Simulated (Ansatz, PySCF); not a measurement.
2-hydroxyethylboronic acid (C2H7BO3), SMILES OCCB(O)O.

Coordinates come from a PBE0-D3(BJ)/def2-SVP optimisation. The values are those of a single conformer.

Vertical ionisation energy (IE) and electron affinity (EA) in eV. Rows of orbital energies are one-electron estimates. Where ΔSCF, EOM or ADC give a negative EA the extra electron is unbound and the value depends on the basis.

| level | IE | EA |
|---|---|---|
| −ε(HOMO), −ε(LUMO), M06-2X/def2-TZVP (PySCF) | (withheld) | (withheld) |
| −ε(HOMO), −ε(LUMO), PBE/def2-TZVP (PySCF) | 5.99 | 0.25 |
| ΔSCF, PBE0/def2-SVPD (Ansatz), final states of multiplicity 2 and 2 | 10.11 | -0.88 |
| ΔSCF, PBE/def2-SVPD (Ansatz), final states of multiplicity 2 and 2 | 9.64 | -0.73 |

**Question.** Fill in the missing entries. (The exact figures need the calculation; the answer reports its results.)

**Answer.** 
- −ε(HOMO), −ε(LUMO), M06-2X/def2-TZVP (PySCF), IE: 9.31
- −ε(HOMO), −ε(LUMO), M06-2X/def2-TZVP (PySCF), EA: -1.08

**Question.** What vertical singlet–triplet gap does ΔSCF give with PBE0/def2-SVPD (Ansatz, a quantum-chemistry and plane-wave program) and with PBE/def2-SVPD (Ansatz)? (An estimate is asked for; the answer gives what the named calculation found.)

**Answer.** 6.66 and 6.21 eV (triplet above singlet where positive).
